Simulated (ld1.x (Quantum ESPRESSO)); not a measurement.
**Building the ultrasoft potential for Ni (Z = 28) (LDA (PZ), scalar-relativistic).**

ld1.x (Quantum ESPRESSO) 7.5 input, shortened:

```
&input
   title='Ni', zed=28., rel=1, dft='PZ', iswitch=3,
   config='[Ar] 3d8 4s1.5 4p0.5'
 /
 &inputp
   pseudotype=3, tm=.true., lloc=-1, rcloc=1.25,
   nlcc=.true., new_core_ps=.true., rcore=0.55,
   which_augfun='PSQ', rmatch_augfun_nc=.true.
 /
6
3S  1  0   2.00   0.00  1.00  1.10  0.0
4S  2  0   1.50   0.00  1.00  1.10  0.0
3P  2  1   6.00   0.00  1.10  1.30  0.0
4P  3  1   0.50   0.00  1.10  1.30  0.0
3D  3  2   8.00   0.00  1.35  1.65  0.0
3D  3  2   0.00  -0.35  1.35  1.65  0.0
 &test
   configts(1)='3s2 3p6 3d8 4s1.5 4p0.5'
 /
```

All-electron outer shells of the reference configuration (LDA (PZ), scalar-relativistic, ld1.x):

```
shell  level (eV)  outermost node (bohr)  outermost maximum (bohr)
   2s     -980.82                   0.07                      0.21
   2p     -845.15                      –                      0.16
   3s     -111.53                   0.30                      0.64
   3p      -72.29                   0.27                      0.65
   3d      -10.14                      –                      0.63
   4s       -6.53                   0.92                      2.21
   4p       -1.85                   1.00                      3.06
```

What the tests gave:

| Quantity | Value |
| --- | --- |
| Largest excitation error | +20 meV (all-electron minus pseudo) for 3s2 3p6 3d7 4s0 4p0, out of 7 test configurations |
| Lowest eigenvalue of the overlap operator | -0.28 (s channel); it is negative, so in a basis up to 400 Ry S is not positive definite and the file is unfit for use |
| Density cutoff estimated by the generator | 364 Ry |

The ghost test of this file was not conclusive. Its overlap operator is not positive definite in a basis up to 400 Ry (lowest eigenvalue s -0.28), so the file is unfit for use: the generalised eigenproblem breaks down once the basis is large enough, and its test numbers describe a broken file.

Generation and tests took about 2.7 s on one core of a shared server CPU.
